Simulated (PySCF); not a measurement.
1-chloro-2,2-difluoropropane (C3H5ClF2), SMILES CC(F)(F)CCl.

The structure is a stationary point at ωB97X-D3(BJ)/def2-SVP. One conformer was computed; it need not be the lowest.

The numbers are results of PBE/def2-TZVP (PySCF), not measurements.

Gas-phase values at a fixed geometry.

Computed frontier levels, gap, dipole moment and polarisability:
```json
{
 "highest_occupied_level": "-7.33 eV",
 "lowest_empty_level": "-0.61 eV",
 "orbital_gap": "6.72 eV",
 "dipole_moment": "1.57 D",
 "quadrupole, principal values (traceless, Buckingham form, about the centre of nuclear charge)": "-6.26, 0.35, 5.91 D·Å",
 "mean_static_polarisability": "50.9 bohr³ (7.54 Å³)",
 "polarisability_principal_values": "44.6, 49.6, 58.5 bohr³"
}
```
